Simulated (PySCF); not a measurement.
Compound: BBrH2.
InChI=1S/BBrH2/c1-2/h1H2

The closed-shell ground state was solved at several levels (PySCF, density fitting, gas phase). Geometry: PBE0-D3(BJ)/def2-SVP; no solvent, vibrations or thermal averaging. Relativistic effects, spin–orbit coupling among them, are left out although an element past zinc is present.

| level | basis functions | HOMO (eV) | LUMO (eV) | gap (eV) | dipole (D) |
| --- | --- | --- | --- | --- | --- |
| wB97X-D/def2-SVPD | 77 | -10.11 | -0.13 | 9.98 | 0.63 |
| mPW1PW91/pcSseg-2 | 127 | -8.26 | -2.03 | 6.23 | 0.55 |
| B3LYP/pcJ-1 (pcSseg-1 on Br) | 88 | -7.95 | -2.19 | 5.76 | 0.43 |

What might PBE0/pcSseg-1 (68 basis functions) give for the same quantities?

HOMO -8.23 eV, LUMO -2.01 eV, gap 6.22 eV, dipole 0.53 D.

Over all these levels, which gives the widest orbital gap and which the narrowest?

wB97X-D/def2-SVPD (range-separated hybrid) has the widest, 9.98 eV, and B3LYP/pcJ-1 (pcSseg-1 on Br) (global hybrid, 20 % exact exchange) the narrowest, 5.76 eV. Functional and basis both differ between the two, so the spread mixes both effects.

How far do the dipole and the HOMO energy spread over the levels?

The dipole runs from 0.43 to 0.63 D (mean 0.54 D) and the HOMO from -10.11 to -7.95 eV.
